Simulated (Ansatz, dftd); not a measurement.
Reaction: CH5BN (SMILES BN[CH2], doublet) → CH5BN (SMILES B[N]C, doublet)
Each species at its own B3LYP-D3(BJ)/def2-TZVP minimum (Ansatz, a quantum-chemistry and plane-wave program).

Property: isomerisation energy (electronic), in kJ/mol. Radicals and triplets start from unrestricted determinants; spin-orbit coupling is neglected. Cores are frozen in correlated methods. Rows without X2C or -DK are non-relativistic. CBS(X,Y): correlation extrapolated as X^-3, Hartree-Fock from the larger set. A bracket is a step between two methods taken in the basis named. The functionals are non-relativistic, so their misses hold any scalar relativity. Double hybrids freeze cores in their MP2 part. 'core' is core correlation in cc-pwCVTZ, 'X2C' scalar relativity in cc-pVTZ-DK, both at CCSD(T).

Compared with CCSD(T)/CBS(cc-pVTZ,cc-pVQZ) + [CCSDT(Q) - CCSD(T)]/cc-pVDZ + core + X2C (Ansatz): 59.0 kJ/mol.

Costs are rough ratios of core time, to one figure, on one kind of shared machine, summed over the single points of the molecules; atoms, geometries and frequencies are left out. The first row took roughly 10 core seconds; short runs hold start-up time.

```csv
level,program,cost relative to the first row,difference (kJ/mol)
PBE-D4/def2-TZVPD,Ansatz + dftd4,1,-13.4
CAM-B3LYP-D4/def2-TZVPD,Ansatz + dftd4,1,-6.2
r2SCAN/def2-TZVPD,Ansatz,2,-10.3
B2PLYP-D3(BJ)/def2-TZVPD,Ansatz + dftd3,2,-2.7
wB97M-V/def2-TZVPD,Ansatz,3,-3.2
wB97X-V/def2-TZVPD,Ansatz,3,-5.9
CCSD(T)/cc-pVTZ,Ansatz,10,-0.5
```

The dearest row costs roughly 10 times the first. Costs within a factor of two don't rank. The table holds for this case alone.
